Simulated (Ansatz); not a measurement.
```yaml
crystal:
  periodic: [false, false, false]
  atoms:
    - {symbol: C, position_ang: [11.111375, 0.183852, -0.345666]}
    - {symbol: C, position_ang: [11.170338, -0.673752, 0.725976]}
    - {symbol: Se, position_ang: [9.470784, -1.136106, 1.319974]}
    - {symbol: C, position_ang: [8.765386, -0.040572, -0.042624]}
    - {symbol: C, position_ang: [7.350488, 0.132218, -0.244892]}
    - {symbol: C, position_ang: [6.722064, 0.907026, -1.211323]}
    - {symbol: C, position_ang: [5.312140, 0.900329, -1.188158]}
    - {symbol: C, position_ang: [4.719377, 0.120373, -0.202462]}
    - {symbol: C, position_ang: [3.330428, -0.084042, 0.068836]}
    - {symbol: C, position_ang: [2.738741, -0.864501, 1.055097]}
    - {symbol: C, position_ang: [1.329805, -0.870579, 1.078102]}
    - {symbol: C, position_ang: [0.699270, -0.095310, 0.111785]}
    - {symbol: C, position_ang: [-0.699321, 0.095807, -0.112694]}
    - {symbol: C, position_ang: [-1.330009, 0.872800, -1.077533]}
    - {symbol: C, position_ang: [-2.738958, 0.866241, -1.054635]}
    - {symbol: C, position_ang: [-3.330460, 0.083692, -0.069920]}
    - {symbol: C, position_ang: [-4.719351, -0.121077, 0.201399]}
    - {symbol: C, position_ang: [-5.311863, -0.900107, 1.187985]}
    - {symbol: C, position_ang: [-6.721776, -0.906802, 1.211490]}
    - {symbol: C, position_ang: [-7.350442, -0.133094, 0.244334]}
    - {symbol: C, position_ang: [-8.765396, 0.039737, 0.042517]}
    - {symbol: C, position_ang: [-9.800524, -0.535081, 0.766403]}
    - {symbol: C, position_ang: [-11.111303, -0.185935, 0.345296]}
    - {symbol: C, position_ang: [-11.170564, 0.675119, -0.723558]}
    - {symbol: Se, position_ang: [-9.471175, 1.139605, -1.316359]}
    - {symbol: Se, position_ang: [-6.059845, 0.713934, -0.837259]}
    - {symbol: Se, position_ang: [-1.994222, -0.758900, 0.968636]}
    - {symbol: Se, position_ang: [1.994349, 0.756330, -0.971757]}
    - {symbol: Se, position_ang: [6.059602, -0.716579, 0.834984]}
    - {symbol: C, position_ang: [9.800723, 0.531819, -0.768136]}
    - {symbol: H, position_ang: [12.010772, 0.568158, -0.834609]}
    - {symbol: H, position_ang: [12.057063, -1.073793, 1.217727]}
    - {symbol: H, position_ang: [7.291137, 1.484787, -1.943199]}
    - {symbol: H, position_ang: [4.713386, 1.473919, -1.902251]}
    - {symbol: H, position_ang: [3.336260, -1.438511, 1.769412]}
    - {symbol: H, position_ang: [0.760627, -1.449430, 1.811403]}
    - {symbol: H, position_ang: [-0.761010, 1.453718, -1.809338]}
    - {symbol: H, position_ang: [-3.336652, 1.441905, -1.767476]}
    - {symbol: H, position_ang: [-4.712938, -1.472534, 1.902867]}
    - {symbol: H, position_ang: [-7.290686, -1.483311, 1.944475]}
    - {symbol: H, position_ang: [-9.611213, -1.211192, 1.603396]}
    - {symbol: H, position_ang: [-12.010593, -0.571986, 0.833079]}
    - {symbol: H, position_ang: [-12.057420, 1.076753, -1.213764]}
    - {symbol: H, position_ang: [9.611677, 1.205041, -1.607518]}
basis:
  gaussian: {orbitals: def2-SVP, initial_orbitals: start.molden}
correlation: {method: mp2}
scf: {omitted_lower_state_checks: [starts]}
output: {orbitals: {seedname: orbitals}}
```

The file start.molden holds the orbitals of an earlier run on this structure, at another level or in another basis.

```sh
$ ansatz run in.yaml --threads 2 --pin off --events-out ev --progress --plain --max-ram 22528MiB --backend cuda --devices 0, --max-vram 18GiB
```

Question: Does this run fit into the memory that it is given?

Answer: No. It has 598 basis functions, and Ansatz plans for 23 GiB where 22 GiB are given.
